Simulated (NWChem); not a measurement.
Species: NbO, quartet; SMILES [O]=[Nb]

All runs: NWChem. Spin-unrestricted. All runs use the structure optimised with PBE0/def2-SVP, spin-unrestricted. No stability test was run on the SCF state. def2 effective core potentials on Nb; no spin-orbit coupling. Total energies compare along this basis series because the functional is fixed.

```json
[
 {"level": "UHF/def2-SVP", "basis functions": "45", "energy (Ha)": "-131.1573", "highest occupied level (eV)": "-7.14", "lowest empty minus highest occupied level, either spin (eV)": "7.30", "dipole (D)": "4.21", "relative time": "1"},
 {"level": "UHF/def2-SVPD", "basis functions": "57", "energy (Ha)": "-131.1631", "highest occupied level (eV)": "-7.18", "lowest empty minus highest occupied level, either spin (eV)": "7.30", "dipole (D)": "4.25", "relative time": "1"},
 {"level": "UHF/def2-TZVP", "basis functions": "71", "energy (Ha)": "-131.2672", "highest occupied level (eV)": "-7.15", "lowest empty minus highest occupied level, either spin (eV)": "7.34", "dipole (D)": "4.14", "relative time": "1"},
 {"level": "UHF/def2-TZVPD", "basis functions": "80", "energy (Ha)": "-131.2682", "highest occupied level (eV)": "-7.15", "lowest empty minus highest occupied level, either spin (eV)": "7.31", "dipole (D)": "4.15", "relative time": "2"},
 {"level": "UHF/def2-TZVPP", "basis functions": "87", "energy (Ha)": "-131.2718", "highest occupied level (eV)": "-7.15", "lowest empty minus highest occupied level, either spin (eV)": "7.34", "dipole (D)": "4.08", "relative time": "3"},
 {"level": "UHF/def2-QZVP", "basis functions": "129", "energy (Ha)": "-131.2765", "highest occupied level (eV)": "-7.16", "lowest empty minus highest occupied level, either spin (eV)": "7.23", "dipole (D)": "4.10", "relative time": "10"}
]
```

Times are rough ratios from one shared machine.
